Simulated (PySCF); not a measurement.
Dipole moment and polarisability of `CC[Si@H](O)C([SiH3])[SiH3]`

Compound: C3H14OSi3.
Atom-mapped SMILES: `[CH3:1][CH2:2][Si@H:3]([OH:4])[CH:5]([SiH3:6])[SiH3:7]` (hydrogens: H8, H9, H10 on C1; H11, H12 on C2; H13 on Si3; H14 on O4; H15 on C5; H16, H17, H18 on Si6; H19, H20, H21 on Si7)

Structure used (PBE0-D3(BJ)/def2-SVP), in Å, numbered top down from 1:
```xyz
21
C3H14OSi3 angstrom
C     -3.054   -0.318   -0.321
C     -1.622   -0.706    0.038
Si    -0.467    0.755    0.190
O     -0.467    1.494   -1.310
C      1.283    0.241    0.680
Si     2.439    1.724    0.739
Si     1.969   -1.153   -0.388
H     -3.502    0.328    0.451
H     -3.702   -1.201   -0.427
H     -3.085    0.237   -1.270
H     -1.589   -1.265    0.991
H     -1.205   -1.389   -0.723
H     -0.965    1.713    1.234
H     -0.001    2.330   -1.393
H      1.217   -0.142    1.717
H      3.809    1.337    1.196
H      1.902    2.772    1.662
H      2.560    2.334   -0.624
H      1.223   -2.425   -0.137
H      1.843   -0.802   -1.835
H      3.415   -1.395   -0.085
```

Level: B3LYP/def2-SVPD (PySCF), static field, nuclei fixed, core orbitals frozen in the response. The polarisability tensor in these axes (au):

```
x   138.87   4.25   3.71
y     4.25 123.07   6.29
z     3.71   6.29 105.82
```

Question: Give the principal values, the mean and the anisotropy Δα = √{½[(α1 − α2)² + (α2 − α3)² + (α1 − α3)²]}.

Answer: Principal values 103.63, 123.40 and 140.73 au; mean 122.58 au = 18.17 Å³ = 20.21 × 10⁻⁴⁰ C²·m²/J; Δα = 32.15 au (26 % of the mean).

Question: What is the dipole moment, and where does it point?

Answer: (-0.02, 0.01, 1.03) D, 1.03 D in size, pointing from the negative to the positive side. Measured along this direction, the outermost atoms are H20 at the negative end and H15 and H17 at the positive end.

Question: What are the principal values of the traceless quadrupole moment, Θ = ½Σq(3rr − r²1), about the centre of nuclear charge?

Answer: -3.71, -2.25, 5.96 D·Å. The values depend on the origin, since the dipole doesn't vanish. The electronic extent ⟨r²⟩ about the same centre is 1789 bohr², a root-mean-square distance of 2.47 Å for the 82 electrons.

Question: Form Σ f/ω² (atomic units) for the 10 lowest TDDFT singlets, given as eV and f, and set it beside the mean polarisability, which is this sum over all singlets: 6.77, 0.0025; 6.86, 0.0048; 7.13, 0.0191; 7.33, 0.0082; 7.44, 0.0263; 7.56, 0.0400; 7.64, 0.0307; 7.69, 0.0412; 7.81, 0.0370; 7.86, 0.0066.

Answer: They add up to 2.81 au, 2.3 % of the 122.58 au; the largest single term is 0.52 au, from the state at 7.56 eV. Terms in order: 0.04, 0.08, 0.28, 0.11, 0.35, 0.52, 0.39, 0.52, 0.45, 0.08 au. Higher excitations give the rest. The strengths listed sum to 0.216.

Question: What depolarisation ratio follows for Rayleigh scattering of linearly polarised light, taking the static tensor?

Answer: ρ = 3Δα²/(45ᾱ² + 4Δα²) = 3101.4/(676205 + 4135.2) = 0.00456.

Geometry: PBE0-D3(BJ)/def2-SVP, one conformer, isolated molecule.
